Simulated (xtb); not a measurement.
Be(Cl)(NH2) (BeClH2N), SMILES [NH2][Be][Cl]. All values are semi-empirical tight-binding results from xtb (GFN2-xTB unless named), good for trends rather than for accurate numbers. Coordinates come from a GFN2-xTB optimisation. Other conformers were not sampled.

For metal compounds this method's bond lengths and energies can be far off.

Computed properties:
point group as xtb finds it: C2v
orbital gap: 6.11 eV
zero-point energy: 16.7 kcal/mol
G − E(el) at 298.15 K (modified RRHO): 0.9 kcal/mol
